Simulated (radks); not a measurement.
Effect of the nuclear size on neutral caesium, [Xe] 6s1. All-electron calculation, Dirac Kohn-Sham, BLYP, spin-unpolarised, spherical densities, finite nucleus; Fermi nuclear charge, rms radius 4.8041 fm. Program: a radial shooting solver on a logarithmic mesh with Libxc functionals. The rms radius is varied about that value; shifts are against it.

rms radius (fm)  total energy shift (eV)  density at nucleus (e/bohr^3)  1s1/2 shift (meV)  2s1/2 shift (meV)  4p1/2 shift (meV)  5s1/2 shift (meV)  5p1/2 shift (meV)
3.9922                             -2.32                      3.068e+05               -968               -115              0.399             -0.680              0.121
4.5879                            -0.652                      2.989e+05               -272              -32.4              0.112             -0.191              0.034
4.8041                                 0                      2.963e+05              0.000              0.000              0.000              0.000              0.000
5.1596                              1.13                      2.924e+05                469               55.9             -0.193              0.330             -0.059
5.8514                              3.50                      2.856e+05               1460                174             -0.601               1.03             -0.183

Slopes of the eigenvalues against <r^2> in GHz/fm^2, as finite differences over the two radii next to the reference (eigenvalue slopes, not the field-shift constants of lines): 1s1/2 32200, 2s1/2 3830, 4p1/2 -13.3, 5s1/2 22.6, 5p1/2 -4.02.
